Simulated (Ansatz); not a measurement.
Torsion H4–S1–Pb2–Cl3 in ClHPbS (SMILES [SH][Pb][Cl]); at each angle all else is relaxed with GFN2-xTB, and the levels are single points there.
Geometry at 0° (charge 0, multiplicity 1):
```xyz
4

S     -1.5244     0.4286    -0.1512
Pb     0.7965     1.2122    -0.6968
Cl     2.0501    -0.6834     0.3336
H     -1.2351    -0.6940     0.4781
```

On the grid 0° to 330°, 270° is the highest and 0° the lowest point at CCSD(T)/CBS(def2-TZVPP, def2-QZVPP).

Correlated levels freeze the cores. Filled d and f shells under p-block atoms count as core. CBS: X⁻³ extrapolation of the correlation energy, Hartree–Fock from the larger set.

The values were computed with Ansatz (Gaussian orbitals).  In def2 rows elements past Kr take small-core potentials, without spin–orbit coupling.

Task: What energy at 270° less that at 0° does PBE0/def2-TZVPP give?

Result: 7.2 kcal/mol

Task: What energy at 270° less that at 0° does SCS-MP2/def2-SVP give?

Result: 7.6 kcal/mol

Task: What energy at 270° less that at 0° does CCSD(T)/CBS(def2-TZVPP, def2-QZVPP) give?

Result: 6.6 kcal/mol

Ansatz is a first-principles code.
